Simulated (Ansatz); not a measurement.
Mulliken charges of `CS[AsH2]` from r2SCAN/def2-TZVPP in Ansatz (PBE0-D4/def2-TZVP geometry).

```tsv
atom	x (Å)	y (Å)	z (Å)	charge (e)
C1	-0.755	1.116	-0.423	-0.132
S2	-0.247	0.110	0.993	-0.238
As3	1.037	-1.376	-0.071	0.143
H4	-1.317	0.530	-1.149	0.083
H5	0.100	1.589	-0.905	0.083
H6	-1.406	1.894	-0.021	0.080
H7	2.210	-1.311	0.899	-0.010
H8	0.470	-2.610	0.620	-0.010
```

Q: By hand: the dipole of these point charges (1 e Å = 4.8032 D).

A: Σ q r = (0.066, -0.004, -0.378) e Å, of length 0.384 e Å = 1.84 D.

Q: How does the dipole of the full density compare? (An estimate is asked.)

A: The calculation gave: (0.004, 0.046, -0.224) e Å, 1.10 D; the point charges give 1.67 times that, at 15° from its direction.

Point charges leave out the atoms' own dipoles, such as those of lone pairs, and Mulliken's split depends on the basis, so the two needn't agree.
